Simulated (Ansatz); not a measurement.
Species: C4H6O, SMILES `C=CCC=O` (C–C–C–C torsion -120°, C–C–C–O torsion 132°) (charge 0, multiplicity 1).

Give a relaxed geometry from PBE0-D4/def2-TZVP run with Ansatz (a program for electronic structure).

Several could match; the one computed here: the end point of this relaxation, one of several conformers (outside a Z-matrix the atoms follow the SMILES, hydrogens last).
Z-matrix (Å, degrees):
```
C
H 1 1.0910
H 1 1.1002 2 108.23
C 1 1.4944 2 112.14 3 120.71
C 4 1.3245 1 124.36 2 3.03
H 5 1.0835 4 121.34 1 179.73
H 5 1.0853 6 117.12 4 -179.70
H 4 1.0883 5 119.24 6 0.43
C 1 1.5065 2 108.95 3 -114.93
O 9 1.1982 1 124.51 2 7.26
H 9 1.1127 10 120.58 1 -179.70
```
